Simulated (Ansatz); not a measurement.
Isolated molecules relaxed with PBE0-D4/def2-TZVP in Ansatz; ΔE leaves out vibrations. CCSD(T)/CBS is the MP2 limit (def2-TZVPP, def2-QZVPP) plus CCSD(T) − MP2 in def2-TZVPP, frozen cores. This one scheme is used for every species. Functionals use def2-TZVPP. B3LYP here is the variant with VWN-RPA as its local correlation; programs differ in this. HSE06 is defined as in plane-wave codes. One conformer a species, not always the lowest.

Consider the silylene formation by 1,1-elimination: `BN(B)[SiH2]C` → `BNB` + `C[SiH]`.

```csv
level,ΔE (kcal/mol),difference from CCSD(T)/CBS
LDA (SPW92),68.0,3.9
PBE-D4,61.5,-2.6
BLYP-D4,58.7,-5.4
r2SCAN-D4,66.9,2.8
B97M-V,62.3,-1.8
PBE0-D4,64.6,0.5
B3LYP-D4,61.7,-2.4
r2SCANh-D4,67.3,3.2
r2SCAN0-D4,67.9,3.8
HSE06-D4,64.4,0.3
BHLYP-D4,65.3,1.2
ωB97X-V,65.6,1.5
ωB97M-V,62.4,-1.7
B2PLYP,61.4,-2.7
PBE-QIDH,66.9,2.8
PBE,58.6,-5.5
revPBE,54.1,-10.0
BLYP,52.8,-11.3
r2SCAN,66.0,1.9
PBE0,62.0,-2.1
B3LYP,57.2,-6.9
r2SCANh,66.4,2.3
r2SCAN0,67.0,2.9
CAM-B3LYP,61.3,-2.8
LC-ωPBE,65.9,1.8
HF/def2-SVP,57.2,-6.9
MP2/def2-SVP,63.5,-0.6
CCSD/def2-SVP,57.8,-6.3
CCSD(T)/def2-SVP,58.5,-5.6
HF/def2-TZVPP,59.6,-4.5
MP2/def2-TZVPP,67.6,3.5
SCS-MP2/def2-TZVPP,64.8,0.7
CCSD/def2-TZVPP,61.8,-2.3
CCSD(T)/def2-TZVPP,62.7,-1.4
HF/def2-QZVPP,59.9,-4.2
MP2/def2-QZVPP,68.5,4.4
SCS-MP2/def2-QZVPP,65.7,1.6
HF/CBS(def2),59.9,-4.2
MP2/CBS(def2),69.0,4.9
CCSD/CBS(def2),63.2,-0.9
CCSD(T)/CBS,64.1,0
```

Largest T1 diagnostic among the species: 0.012.

The D4 term adds +4.6 kcal/mol with B3LYP and +2.5 kcal/mol with PBE0; it sums over pairs of atoms, weighted by their polarisabilities, and B3LYP, whose exchange is more repulsive, gets the larger term. From PBE to PBE0 (25 % exact exchange), in def2-TZVPP and without D4, ΔE moves by +3.5 kcal/mol. At CCSD(T), def2-SVP lies −5.6 kcal/mol from the extrapolated value and def2-TZVPP −1.4 kcal/mol.

CCSD(T)/CBS has its own doubt, a few kJ/mol and more with outer-core shells, so smaller differences from it don't rank the levels.
